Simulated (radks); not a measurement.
The numbers below are computed, except where a source is named.
Task: Eu28+, configuration [Ar] 3d10 4s2 4p5 (the NIST ground configuration). Level of theory: Dirac Kohn-Sham, exchange-only PBE, spin-unpolarised, spherical densities, finite nucleus; open shells fill j = l - 1/2 first; Fermi nuclear charge, rms radius 5.1115 fm (a radial shooting solver on a logarithmic mesh with Libxc functionals).

Spin-orbit splittings of the eigenvalues, e(l+1/2) - e(l-1/2), with zeta = 2 splitting/(2l+1) and mean radii in bohr:

shell  occ.  splitting (eV)  zeta (eV)  <r> j=l-1/2  <r> j=l+1/2
2p        6           649.0      432.7      0.07899      0.08570
3p        6           135.6      90.43       0.2360       0.2483
3d       10               ?          ?       0.2196       0.2235
4p        5           39.53      26.35       0.5143       0.5332

Estimate the 3d splitting.

Result: 29.86 eV (zeta = 11.94 eV).
